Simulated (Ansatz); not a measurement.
Ansatz (a program for electronic structure) input (CCSD(T)/aug-cc-pV(D+d)Z):
A basis named .json is the Basis Set Exchange file of that set.

Ansatz 0.2 input:
```yaml
crystal:
  periodic: [false, false, false]
  atoms:
    - {symbol: C, position_ang: [-0.35082287, -1.28393472, -1.34967816]}
    - {symbol: Si, position_ang: [-0.01242171, -0.02808703, -0.03277063]}
    - {symbol: C, position_ang: [0.04957217, 1.68292519, -0.80761167]}
    - {symbol: C, position_ang: [-1.36814305, -0.10962957, 1.26613473]}
    - {symbol: C, position_ang: [1.64459893, -0.38687219, 0.78991498]}
    - {symbol: H, position_ang: [-0.86102679, -2.22230264, -1.15611325]}
    - {symbol: H, position_ang: [-0.02536548, -1.16569506, -2.37846708]}
    - {symbol: H, position_ang: [0.27597244, 2.44342837, -0.05641616]}
    - {symbol: H, position_ang: [-0.90386392, 1.94342705, -1.27186522]}
    - {symbol: H, position_ang: [0.82233209, 1.73721311, -1.57806980]}
    - {symbol: H, position_ang: [-2.34480397, 0.12150689, 0.83585301]}
    - {symbol: H, position_ang: [-1.42622068, -1.10585009, 1.71097454]}
    - {symbol: H, position_ang: [-1.17938313, 0.60328127, 2.07238821]}
    - {symbol: H, position_ang: [1.65065546, -1.37618213, 1.25206415]}
    - {symbol: H, position_ang: [2.46142134, -0.35105224, 0.06612581]}
    - {symbol: H, position_ang: [1.85295546, 0.35051166, 1.56975535]}
basis:
  gaussian:
    orbitals: aug-cc-pV_D+d_Z.json
magnetization: {spin_polarized: true, initial_magnetization: 1}
correlation: {method: ccsd_t, electrons: outside_noble_gas}
output: {forces: true}
```

Output:

```
Functional definition: HF
integrals: 2.31 GiB planned
2221 factors; integrals over basis functions are off by at most 1.2e-3 eV
1.31 GiB of device memory are held for the factors and their scratch space
mean field: 1.66 GiB planned
mean field evaluation 1: about -12153.2116 eV, gradient 3.1e1 eV
mean field evaluation 2: about -12153.2284 eV, gradient 3.1e1 eV
mean field evaluation 4: about -12158.7091 eV, gradient 2.7e0 eV
mean field evaluation 8: about -12158.7867 eV, gradient 2.8e-1 eV
mean field evaluation 16: about -12158.6884 eV, gradient 2.7e0 eV
mean field -12158.78841597 eV, -446.8272327641 hartree, gradient 2.8e-6 eV, S^2 0.760659; 0 other end points of the search recorded, 0 dependent functions left out
9 core orbitals not correlated
reference -12158.78841597 eV, -446.8272327641 hartree; 16, 15 occupied and 198, 199 virtual orbitals, 2221 factors
densities: 18.50 GiB planned
second order -18.63270674 eV of doubles, -0.00000000 eV of singles
coupled cluster: 13.47 GiB planned
cycle   1  -20.14585755 eV  change    -1.5e0 eV  update   9.2e-2
cycle   2  -20.68899896 eV  change   -5.4e-1 eV  update   2.8e-2
cycle   3  -20.76136182 eV  change   -7.2e-2 eV  update   1.1e-2
cycle   4  -20.76118157 eV  change    1.8e-4 eV  update   4.0e-3
cycle   5  -20.76067218 eV  change    5.1e-4 eV  update   1.9e-3
cycle   6  -20.76094525 eV  change   -2.7e-4 eV  update   7.8e-4
cycle   7  -20.76108402 eV  change   -1.4e-4 eV  update   3.2e-4
cycle   8  -20.76113090 eV  change   -4.7e-5 eV  update   1.2e-4
cycle   9  -20.76110373 eV  change    2.7e-5 eV  update   4.5e-5
cycle  10  -20.76108593 eV  change    1.8e-5 eV  update   1.9e-5
cycle  11  -20.76109174 eV  change   -5.8e-6 eV  update   6.4e-6
cycle  12  -20.76109252 eV  change   -7.8e-7 eV  update   2.5e-6
perturbative correction -0.66238723 eV, -0.0243422816 hartree
the calculation of the forces begins
1.31 GiB of device memory are held for the factors and their scratch space
Total energy: -12180.21189571 eV, -447.6145311233 hartree
Atom 0 at    -0.350823    -1.283935    -1.349678 Å, force    -0.015679     0.118803     0.091975 eV/Å
Atom 1 at    -0.012422    -0.028087    -0.032771 Å, force     0.058889     0.109990     0.135335 eV/Å
Atom 2 at     0.049572     1.682925    -0.807612 Å, force    -0.015017    -0.277202     0.122526 eV/Å
Atom 3 at    -1.368143    -0.109630     1.266135 Å, force     0.214911     0.013518    -0.213798 eV/Å
Atom 4 at     1.644599    -0.386872     0.789915 Å, force    -0.280808     0.070924    -0.130667 eV/Å
Atom 5 at    -0.861027    -2.222303    -1.156113 Å, force    -0.248120    -0.469366     0.100533 eV/Å
Atom 6 at    -0.025365    -1.165695    -2.378467 Å, force     0.169176     0.058262    -0.509862 eV/Å
Atom 7 at     0.275972     2.443428    -0.056416 Å, force     0.102322     0.358779     0.341341 eV/Å
Atom 8 at    -0.903864     1.943427    -1.271865 Å, force    -0.438792     0.127876    -0.218345 eV/Å
Atom 9 at     0.822332     1.737213    -1.578070 Å, force     0.356707     0.029804    -0.358018 eV/Å
Atom 10 at    -2.344804     0.121507     0.835853 Å, force    -0.456636     0.105314    -0.192243 eV/Å
Atom 11 at    -1.426221    -1.105850     1.710975 Å, force    -0.030807    -0.460167     0.208812 eV/Å
Atom 12 at    -1.179383     0.603281     2.072388 Å, force     0.078402     0.328536     0.376329 eV/Å
Atom 13 at     1.650655    -1.376182     1.252064 Å, force     0.010006    -0.462606     0.218561 eV/Å
Atom 14 at     2.461421    -0.351052     0.066126 Å, force     0.387614     0.014840    -0.333780 eV/Å
Atom 15 at     1.852955     0.350512     1.569755 Å, force     0.107833     0.332693     0.361302 eV/Å
Dipole moment:     0.004074     0.005132     0.007221 e Å
```

It need not be the lowest isomer of its formula.
